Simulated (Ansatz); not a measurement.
Geometry optimisation, RKS revPBE/cc-pVDZ (Ansatz 0.2.0).

The input (input.yaml):

```yaml
crystal:
  periodic: [false, false, false]
  atoms:
    - { symbol: Al, position_ang: [-0.032992, 0.583861, -0.240826] }
    - { symbol: F, position_ang: [-0.336932, -0.301307, 2.481339] }
    - { symbol: O, position_ang: [1.545462, -0.064651, -0.610505] }
    - { symbol: Si, position_ang: [2.414998, -1.357305, -1.285782] }
    - { symbol: H, position_ang: [1.486175, -2.369599, -1.919923] }
    - { symbol: H, position_ang: [3.351536, -0.817411, -2.34061] }
    - { symbol: H, position_ang: [3.220651, -2.03514, -0.202988] }
    - { symbol: H, position_ang: [-1.400235, -0.026479, -0.78093] }
    - { symbol: S, position_ang: [-0.017058, 2.563492, 0.844009] }
    - { symbol: H, position_ang: [1.351289, 2.584623, 0.890356] }
    - { symbol: H, position_ang: [-0.267794, 0.630517, 2.55936] }
basis:
  gaussian: { orbitals: cc-pVDZ }
hamiltonian:
  xc: revpbe
relax:
  f_tol: 0.03
  max_steps: 50
```

Run as:

```bash
$ ansatz run input.yaml --threads 4 --pin off --max-ram 5120MiB --backend cpu --events-out ev --progress --plain --runs-dir out
```

Q: Where does it end, and by what steps?

A: It converged. After 25 steps the energy has fallen by 0.855 eV; H11 moved furthest, 1.43 Å. Parted: F2–H11 (0.94 → 2.77 Å). Joined: Al1–F2 (2.88 → 1.73 Å), S9–H11 (2.60 → 1.37 Å).

```json
{"step": "0", "energy less start (eV)": "0.0000", "largest force component (eV/Å)": "0.631", "accepted": "yes"}
{"step": "1", "energy less start (eV)": "-0.1183", "largest force component (eV/Å)": "0.344", "accepted": "yes"}
{"step": "2", "energy less start (eV)": "-0.2449", "largest force component (eV/Å)": "0.390", "accepted": "yes"}
{"step": "3", "energy less start (eV)": "-0.3044", "largest force component (eV/Å)": "0.747", "accepted": "yes"}
{"step": "4", "energy less start (eV)": "-0.3366", "largest force component (eV/Å)": "0.324", "accepted": "yes"}
{"step": "5", "energy less start (eV)": "-0.3299", "largest force component (eV/Å)": "0.488", "accepted": "no"}
{"step": "6", "energy less start (eV)": "-0.3563", "largest force component (eV/Å)": "0.203", "accepted": "yes"}
{"step": "7", "energy less start (eV)": "-0.3690", "largest force component (eV/Å)": "0.189", "accepted": "yes"}
{"step": "8", "energy less start (eV)": "-0.3674", "largest force component (eV/Å)": "0.677", "accepted": "no"}
{"step": "9", "energy less start (eV)": "-0.3742", "largest force component (eV/Å)": "0.081", "accepted": "yes"}
{"step": "10", "energy less start (eV)": "-0.3834", "largest force component (eV/Å)": "0.208", "accepted": "yes"}
{"step": "11", "energy less start (eV)": "-0.3963", "largest force component (eV/Å)": "0.293", "accepted": "yes"}
{"step": "12", "energy less start (eV)": "-0.4224", "largest force component (eV/Å)": "0.447", "accepted": "yes"}
{"step": "13", "energy less start (eV)": "-0.4730", "largest force component (eV/Å)": "0.584", "accepted": "yes"}
{"step": "14", "energy less start (eV)": "-0.5925", "largest force component (eV/Å)": "1.139", "accepted": "yes"}
{"step": "15", "energy less start (eV)": "-0.7204", "largest force component (eV/Å)": "0.680", "accepted": "yes"}
{"step": "16", "energy less start (eV)": "-0.8010", "largest force component (eV/Å)": "0.269", "accepted": "yes"}
{"step": "17", "energy less start (eV)": "-0.7741", "largest force component (eV/Å)": "1.423", "accepted": "no"}
{"step": "18", "energy less start (eV)": "-0.8238", "largest force component (eV/Å)": "0.168", "accepted": "yes"}
{"step": "19", "energy less start (eV)": "-0.8350", "largest force component (eV/Å)": "0.217", "accepted": "yes"}
{"step": "20", "energy less start (eV)": "-0.8468", "largest force component (eV/Å)": "0.241", "accepted": "yes"}
{"step": "21", "energy less start (eV)": "-0.8465", "largest force component (eV/Å)": "0.226", "accepted": "no"}
{"step": "22", "energy less start (eV)": "-0.8528", "largest force component (eV/Å)": "0.039", "accepted": "yes"}
{"step": "23", "energy less start (eV)": "-0.8540", "largest force component (eV/Å)": "0.039", "accepted": "yes"}
{"step": "24", "energy less start (eV)": "-0.8545", "largest force component (eV/Å)": "0.051", "accepted": "yes"}
{"step": "25", "energy less start (eV)": "-0.8548", "largest force component (eV/Å)": "0.024", "accepted": "yes"}
```

```xyz
11
Properties=species:S:1:pos:R:3
Al -0.280 -0.085 0.217
F -0.500 -0.672 1.826
O 1.348 -0.234 -0.453
Si 2.410 -1.295 -1.232
H 1.669 -2.376 -1.993
H 3.256 -0.509 -2.209
H 3.326 -1.960 -0.228
H -1.561 -0.020 -0.730
S 0.118 2.392 0.990
H 1.463 2.150 0.905
H 0.067 2.001 2.301
```

Whether the end is a true minimum wasn't checked by a vibrational analysis.

Run time: 70 s on 4 threads of AMD EPYC 7R43 64-Core Processor (Zen 3), on a shared host, peak memory 0.2 GiB.
